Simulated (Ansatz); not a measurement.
`[CH3][GeH]([F])[Cl]` → `CCl` + `[F][GeH]` at 400 K and 1 bar (germylene formation by 1,1-elimination).

Isolated molecules relaxed with PBE0-D4/def2-TZVP in Ansatz; ΔE leaves out vibrations. CBS: MP2 limit from def2 TZ/QZ plus the TZ coupled-cluster correction, frozen cores. This one scheme is used for every species. For Ge outer-core shells are correlated without core-valence functions, which leaves a few kJ/mol of doubt a bond. Scalar relativity is left out up to krypton.

| species | CCSD(T)/CBS energy (Eh) | H − E (kJ/mol) | S (J/(mol·K)) |
| --- | --- | --- | --- |
| `[CH3][GeH]([F])[Cl]` | -2676.23424 | 156.0 | 364.5 |
| `CCl` | -499.63220 | 114.2 | 247.0 |
| `[F][GeH]` | -2176.50038 | 34.5 | 264.7 |

H − E and S are ideal-gas, rigid-rotor, harmonic terms from PBE0-D4/def2-TZVP, for one conformer and one mirror image of each species. 1 Eh = 2625.50 kJ/mol, R = 8.31446 J/(mol·K).

Question: By hand: ΔE, ΔH, ΔS and ΔG.

Answer: ΔE = (-499.63220) + (-2176.50038) − (-2676.23424) = 0.10166 Eh = 266.9 kJ/mol. Δ(H − E) = 114.2 + 34.5 − 156.0 = -7.3, so ΔH = 259.6 kJ/mol. ΔS = 247.0 + 264.7 − 364.5 = 147.2 J/(mol·K). ΔG = 259.6 − 400 × (147.2)/1000 = 200.7 kJ/mol.

Question: By hand: the equilibrium constant, and the temperature at which ΔG would vanish if ΔH and ΔS stayed fixed.

Answer: log₁₀ K = −ΔG/(RT ln 10) = -26.2. ΔG = 0 at ΔH/ΔS = 1764 K.

The number of gas molecules changes by +1, which sets the sign of ΔS. A doubt of 5 kJ/mol in ΔE shifts log₁₀ K by 0.7 here. Other conformers and mirror images would add mixing entropy, several J/(mol·K) or more a flexible species. These are equilibria of isolated gas molecules and say nothing of rates. Largest T1 diagnostic: 0.014 (customary marks: 0.02 for closed shells, 0.045 for open ones).
